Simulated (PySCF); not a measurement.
**Correlation energy of Sb (antimony, neutral)**

[Kr] 4d10 5s1 5p4, 5s spin antiparallel (an excited configuration). Calculation: PySCF 2.14, in x2c-TZVPPall; scalar relativity by spin-free X2C-1e. Frozen: [Ar] 3d10; 23 electrons correlated.

MP2 pair energies summed by pair of shells (mhartree):

```csv
pair,energy,share (%)
4d-4d,-151.72,33.7
4d-5p,-77.79,17.3
5p-5p,-52.21,11.6
5s-5p,-51.14,11.4
4p-4d,-45.31,10.1
4d-5s,-27.71,6.2
4p-4p,-14.48,3.2
4s-4d,-10.91,2.4
4s-4p,-7.31,1.6
4p-5p,-5.33,1.2
4p-5s,-3.37,0.7
4s-4s,-1.39,0.3
4s-5p,-0.60,0.1
4s-5s,-0.31,0.1
```

Total MP2 correlation energy: -449.60 mhartree.

Same-spin part -148.02 and opposite-spin part -301.58 mhartree; SCS-MP2 scales them by 1/3 and 6/5 to -411.23 mhartree.

This basis was not built for core-valence correlation, so the inner-shell part is incomplete.
